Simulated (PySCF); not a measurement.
Isomers of C7H10N2, from PBE0-D3(BJ)/def2-SVP geometry optimisation, gas phase (PySCF 2.14.0). One conformer each, no zero-point energy, no frequencies.

Question: Which is lowest in electronic energy at this level?
A. `[CH3:1]/[N:2]=[CH:3]\[C:4]([C:5]#[N:6])=[C:7]([CH3:8])[CH3:9]` with N2–C3–C4–C5 -38°: A = 2254, B = 1280, C = 870.4 MHz, dipole 4.36 D
B. tert-butylmalononitrile, `CC(C)(C)C(C#N)C#N`: A = 1805, B = 1655, C = 1080 MHz, dipole 4.50 D
C. `c1cccnc1N(C)C`: A = 3591, B = 1274, C = 951.7 MHz, dipole 1.90 D
D. `[CH2:1]=[N:2][CH2:3][C:4](=[CH2:5])[C:6](=[CH2:7])[N:8]=[CH2:9]` with C1–N2–C3–C4 118°, N2–C3–C4–C5 -120°, C3–C4–C6–C7 -1°, C4–C6–N8–C9 132°: A = 3077, B = 1010, C = 864.8 MHz, dipole 1.26 D
E. `c1cc(N(C)C)ccn1`: A = 3616, B = 1231, C = 929.0 MHz, dipole 4.67 D
F. `[CH3:1][CH2:2][c:3]1[cH:4][cH:5][c:6]([CH3:7])[n:8][n:9]1` with C1–C2–C3–C4 -85°: A = 4498, B = 998.7, C = 886.1 MHz, dipole 3.75 D

Answer: C. That is `CN(C)c1ccccn1`, 4.5 kcal/mol below the next.

```csv
SMILES,mapped SMILES,E (Eh),relative (kcal/mol),relative (kJ/mol),dipole (D)
CN(C)c1ccccn1,[CH3:1][N:2]([CH3:3])[c:4]1[cH:5][cH:6][cH:7][cH:8][n:9]1,-381.55671,0.0,0.0,1.90
CN(C)c1ccncc1,[CH3:1][N:2]([CH3:3])[c:4]1[cH:5][cH:6][n:7][cH:8][cH:9]1,-381.54950,4.5,18.9,4.67
CCc1ccc(C)nn1,[CH3:1][CH2:2][c:3]1[cH:4][cH:5][c:6]([CH3:7])[n:8][n:9]1,-381.52903,17.4,72.7,3.75
CC(C)(C)C(C#N)C#N,[CH3:1][C:2]([CH3:3])([CH3:4])[CH:5]([C:6]#[N:7])[C:8]#[N:9],-381.51398,26.8,112.2,4.50
C/N=C\C(C#N)=C(C)C,[CH3:1]/[N:2]=[CH:3]\[C:4]([C:5]#[N:6])=[C:7]([CH3:8])[CH3:9],-381.49231,40.4,169.1,4.36
C=NCC(=C)C(=C)N=C,[CH2:1]=[N:2][CH2:3][C:4](=[CH2:5])[C:6](=[CH2:7])[N:8]=[CH2:9],-381.44638,69.2,289.7,1.26
```

As drawn, the lowest has an aromatic ring, which the highest lacks; the highest has a C=N bond and a C=C bond outside aromatic rings, which the lowest lacks.
